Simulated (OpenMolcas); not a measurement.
# Co⁵⁺: from CASSCF to CASPT2

```yaml
Program: OpenMolcas
Basis: ANO-RCC-VTZP [6s5p3d2f1g]
Scalar_Hamiltonian: DKH2, point nucleus
Active_space: 4 electrons in 5 orbitals (3d)
State_averaging: 2S+1 = 5 even, 5 roots; 2S+1 = 3 even, 45 roots kept (CI in the orbitals of an earlier block); 2S+1 = 1 even, 50 roots kept (CI in the orbitals of an earlier block)
Spin-orbit_coupling: state interaction with AMFI integrals over the reference wave functions, term energies averaged over their components
```

Methods on the same reference wave functions:
A. CASSCF
B. SS-CASPT2, IPEA 0.25 Eh, imaginary shift 0.1 Eh (closed shells correlated: 3s 3p)
C. MS-CASPT2, IPEA 0.25 Eh, imaginary shift 0.1 Eh (closed shells correlated: 3s 3p)

Energies in cm-1 above 3d4 5D0, the measured ground level; measured values from Sugar and Corliss, J. Phys. Chem. Ref. Data 10, 1097 (1981).

| Level | A | B | C | Measured |
| --- | --- | --- | --- | --- |
| 3d4 5D0 | 0.0 | 0.0 | 0.0 | 0.0 |
| 3d4 5D1 | 218 | 221 | 221 | 204 |
| 3d4 5D2 | 636 | 644 | 645 | 589 |
| 3d4 5D3 | 1232 | 1241 | 1242 | 1125 |
| 3d4 5D4 | 1977 | 1984 | 1985 | 1782 |
| 3d4 3H4 | 30836 | 29940 | 29940 | 28377 |
| 3d4 3H5 | 31307 | 30450 | 30450 | 28806 |
| 3d4 3H6 | 31813 | 30980 | 30980 | 29234 |
| 3d4 3P0(1) | 32654 | 28760 | 28750 | 27166 |
| 3d4 3P1(1) | 33951 | 30090 | 30090 | 28462 |
| 3d4 3F2(1) | 35624 | 32350 | 32350 | 30555 |
| 3d4 3F3(1) | 35696 | 32450 | 32450 | 30635 |
| 3d4 3F4(1) | 35912 | 32680 | 32680 | 30817 |
| 3d4 3P2(1) | 36162 | 32290 | 32290 | 30506 |
| 3d4 3G3 | 39034 | 35980 | 35980 | 34026 |
| 3d4 3G4 | 39567 | 36520 | 36520 | 34475 |
| 3d4 3G5 | 39956 | 36950 | 36960 | 34855 |
| 3d4 1I6 | 46656 | 45500 | 45500 | 42800 |
| 3d4 1G4(1) | 49388 | 44950 | 44950 | 41926 |
| 3d4 3D3 | 50284 | 44080 | 44080 | 41676 |
| 3d4 3D2 | 50448 | 44270 | 44270 | 41856 |
| 3d4 3D1 | 50671 | 44470 | 44470 | 42098 |
| 3d4 1S0(1) | 57239 | 48480 | 48480 | 45372 |
| 3d4 1D2(1) | 61068 | 56300 | 56300 | 52740 |

Deviations, from unrounded energies. A percentage is the sum of absolute deviations over the sum of measured energies, with the sign that they share, or ± where signs differ.

| Against measurement | Levels | A | B | C |
| --- | --- | --- | --- | --- |
| mean absolute deviation (cm-1) | 23 | 4900 | 1800 | 1800 |
| fine structure of the ground term (%) | 4 | +9.8 | +10.6 | +10.6 |
| other terms of the ground configuration (%) | 19 | +16.5 | +6.1 | +6.1 |

B, C lie about equally close to measurement and A furthest from it. The largest miss of C in the table is 3d4 1D2(1), by +3600 cm-1. The ranking rests on the paired levels alone, and a cruder setting can come out closer through cancelling errors.

Between B and C the level of the table that moves most is 3d4 3P0(1), by 7.2 cm-1 (lowest in C, highest in B). Moves below CASPT2's spread within the term are not significant.

The two smallest mean deviations differ by little beside CASPT2's spread within terms, so their order carries little weight.

From A to B the spin-free energies of the other terms of 3d4 shown, above 5D, scale by factors of 0.84 to 0.97.

The lowest spin-free term lies below A's lowest term by 0.301 hartree in B, 0.301 hartree in C.

CASPT2 does not keep the components of a term degenerate, so their means are used; among the terms shown or strongly mixed into the levels shown the widest spread is 970 cm-1 (3d4 1I, C). Terms from blocks run as CI alone lack orbitals of their own. Without dynamic correlation excited terms often stand tens of per cent too high (terms of higher spin than the ground term too low), and those without a measured partner can miss by more than the paired ones (holds for A). The CASPT2 spread within a term exceeds the gap to the next term for 3d4 1G(1) and 3d4 1I, so the order of their levels is uncertain (holds for C). Measured partners are found by configuration, term and J. A level has none where our copy of the source lacks it or the pairing is in doubt (some pairs that miss far off the trend of their configuration count as doubtful), and it then counts in no deviation. Levels of configurations outside the active space are missing. The table leaves out levels that lie high or whose names do not pair safely across all columns.

A number in round brackets counts repeated terms of one configuration in the order of the reference energies.
